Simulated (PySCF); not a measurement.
Computed shifts of a molecule C6H10, PBE/pcSseg-1 (PySCF), GIAO, gas phase, equivalent atoms averaged, in ppm (number of nuclei): ¹³C: 146.0 (1), 121.6 (1), 27.6 (1), 21.9 (1), 16.5 (1), 11.7 (1). ¹H: 6.64 (1), 5.62 (1), 5.33 (1), 1.88 (1), 1.30 (1), 1.23 (3), 0.87 (1), 0.70 (1). References: ¹³C against TMS (σ = 182.0 ppm); ¹H against TMS (σ = 31.49 ppm), references at their B3LYP-D3(BJ)/def2-TZVP geometries, non-relativistic. Geometry: B3LYP-D3(BJ)/def2-SVP. Other conformers were not sampled.

Question: Identify the compound among the candidates.
(A) CC=C=C(C)C
(B) C=C[C@H]1C[C@H]1C
(C) C=C/C(C)=C\C
(D) CC=C=CCC

Answer: B, C=C[C@H]1C[C@H]1C
